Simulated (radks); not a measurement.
Trend from La+ to Tm+: ionisation energy by Delta-SCF between NIST ground configurations, and size. Calculated with a radial shooting solver on a logarithmic mesh with Libxc functionals: scalar-relativistic Kohn-Sham, SCAN, spin-unpolarised, spherical densities, finite nucleus; meta-GGA in the generalised Kohn-Sham scheme; Fermi nuclear charge, rms radius of each element as measured or else 0.836 A^(1/3) + 0.57 fm.

| species | configuration | IE (eV) | NIST (eV) | kind |
|---|---|---|---|---|
| La+ | [Xe] 5d2 | 10.475 | 11.185 | exp. |
| Ce+ | [Xe] 4f1 5d2 | 9.396 | 10.96 | semi-emp. |
| Pr+ | [Xe] 4f3 6s1 | 10.203 | 10.63 | semi-emp. |
| Pm+ | [Xe] 4f5 6s1 | 10.560 | 10.94 | semi-emp. |
| Sm+ | [Xe] 4f6 6s1 | 10.730 | 11.08 | semi-emp. |
| Eu+ | [Xe] 4f7 6s1 | 10.896 | 11.24 | semi-emp. |
| Gd+ | [Xe] 4f7 5d1 6s1 | 11.857 | 12.08 | semi-emp. |
| Ho+ | [Xe] 4f11 6s1 | 11.542 | 11.78 | semi-emp. |
| Tm+ | [Xe] 4f13 6s1 | 11.850 | 12.07 | semi-emp. |

Reference values: NIST Atomic Spectra Database (exp. = measured, semi-emp. = semi-empirical, theory = theoretical value adopted there). Spin polarisation and multiplet splitting are left out, so open shells lie too high by an amount that depends on their filling. Spin-orbit splitting is averaged out at the scalar-relativistic level.

Beside tabulated values, note that spin-unpolarised runs miss the spin-polarisation part of the exchange energy of open shells.
